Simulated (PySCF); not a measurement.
## Two-component Hartree-Fock for I (iodine, neutral)

Start: [Kr] 4d10 5s2 5p5; 5p1/2 filled at m_j = -1/2, +1/2; 5p3/2 filled at m_j = -1/2, +1/2, +3/2. Calculated with PySCF 2.14 in x2c-SVPall-2c (6s8p4d, 50 functions): generalised Hartree-Fock with the X2C-1e Hamiltonian and a Gaussian nucleus; one run each with spin-orbit coupling (SO) switched off, then screened by Boettger's factors.

```tsv
spinor shell	electrons	ε, spin-free (eV)	ε, screened SO (eV)	weight of nominal j (screened SO)	rms radius, screened SO (bohr)
1s1/2	2	-33329.5	-33325.8	1.000	0.0312
2s1/2	2	-5248.8	-5247.7	1.000	0.127
2p1/2	2	-4705.5	-4913.4	1.000	0.109
2p3/2	4	-4705.5	-4611.4	1.000	0.115
3s1/2	2	-1102.5	-1102.1	1.000	0.334
3p1/2	2	-922.02	-962.15	1.000	0.327
3p3/2	4	-922.02	-903.57	1.000	0.338
3d3/2	4	-651.79	-658.68	1.000	0.311
3d5/2	6	-651.79	-646.73	1.000	0.314
4s1/2	2	-211.31	-211.13	1.000	0.788
4p1/2	2	-152.12	-159.87	1.000	0.828
4p3/2	4	-152.12	-148.40	1.000	0.853
4d3/2	4	-62.795	-63.724	0.997	0.996
5s1/2	2	-23.728	-23.670	1.000	2.14
5p1/2	2	-10.810	-11.590	0.911	2.56
5p3/2	3	-10.810	-10.371	0.940	2.65
```

Where does 4d5/2 lie, and what is the 4d spin-orbit splitting (screened SO)?

At -61.950 eV, 1.774 eV above 4d3/2.

```tsv
quantity	spin-free	screened SO
E (hartree)	-7110.91758	-7113.02022
M_J	3/2	3/2
⟨J²⟩	3.757	3.756
⟨L²⟩	2.005	2.029
⟨S²⟩	0.752	0.776
```

Each row is a mean over spinors that exchange with the open shell spreads, by up to 2.379 eV (5s1/2).

Breit and QED terms are absent; they matter most for the inner s and p1/2 levels.

Densities and radii are taken from the X2C orbitals without a picture-change correction, which distorts them close to the nucleus.

Without spin-orbit coupling the j labels of p, d and f shells carry no meaning; the spin-free column gives the mean over the occupied spinors of each nl shell.
